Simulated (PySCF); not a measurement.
# What a mistake does to a calculation on BH6OSi2

These are calculations, not measurements. They come from PySCF 2.14.0, an open-source quantum chemistry program, on an isolated molecule that a program drew, which may never have been made. The molecule is BH6OSi2 (charge 0, doublet), drawn as the SMILES string `[SiH2]BO[SiH3]`.

Each row is a Hartree-Fock (HF) and frozen-core CCSD(T) single point in the cc-pV(D+d)Z basis, meant for a local HF minimum. Run 1 is clean. Each other run has one planted mistake out of seven kinds, and not every kind appears here: one electron removed, one electron added, multiplicity raised by two, geometry at a saddle point, minimal basis STO-3G, one bond length entered in bohr, all coordinates scaled. The reference is restricted for singlets and unrestricted otherwise, and also for a bond in bohr. Adding or removing an electron swaps singlet and doublet. Electrons count all cores. HOMO and LUMO are orbital energies over both spins, the gradient is its largest component, and the lowest frequency (negative if imaginary) is given only where the gradient is small. Bond lengths are over the 9 bonds as drawn. T1 is the CCSD diagnostic: over 0.02 (restricted) or 0.045 (unrestricted) a single reference is doubtful.

Geometry of the clean run:
```xyz
10
BH6OSi2, angstrom
Si   -0.9657   -2.1563    0.7962
B    -0.7233   -0.5884   -0.4558
O    -1.6812   -0.2988   -1.3655
Si   -1.9203    0.8887   -2.5060
H    -1.8789   -3.2478    0.3836
H     0.2602   -2.7101    1.4184
H     0.2457    0.1255   -0.3543
H    -3.1797    1.5859   -2.1871
H    -0.7901    1.8401   -2.4873
H    -2.0226    0.2436   -3.8277
```

| run | electrons | basis functions | <S^2> | HOMO (eV) | LUMO (eV) | gradient (hartree/bohr) | lowest frequency (cm^-1) | mean bond (Å) | longest bond (Å) | T1 | HF (hartree) | CCSD(T) (hartree) | mistake |
|---|---|---|---|---|---|---|---|---|---|---|---|---|---|
| 1 | 47 | 104 | 0.765 | -8.37 | 1.07 | 3.3e-05 | 64 | 1.5150 | 2.021 | 0.0165 | -680.94779 | -681.46872 | no fault |
| 2 | 47 | 104 | 0.765 | -8.33 | 1.11 | 4.1e-02 | - | 1.4408 | 1.922 | 0.0153 | -680.92260 | -681.43828 | all coordinates scaled |
| 3 | 47 | 34 | 0.759 | -5.32 | 6.56 | 3.0e-02 | - | 1.5150 | 2.021 | 0.0183 | -672.92825 | -673.13639 | minimal basis STO-3G |
| 4 | 48 | 104 | 0.000 | -0.54 | 7.17 | 5.0e-02 | - | 1.5150 | 2.021 | 0.0190 | -680.93469 | -681.49370 | one electron added |
| 5 | 46 | 104 | 0.000 | -16.37 | -6.70 | 5.6e-02 | - | 1.5150 | 2.021 | 0.0193 | -680.67139 | -681.18225 | ? |

**Which mistake was planted in run 5, and what did it cost?**

It counts 46 electrons, one fewer than the clean run, at the same geometry and basis. So the mistake is: one electron removed. Subtracting run 1 and multiplying by 627.51 kcal/mol a hartree, the energy moved by 173.4 kcal/mol in HF and 179.8 kcal/mol in CCSD(T).

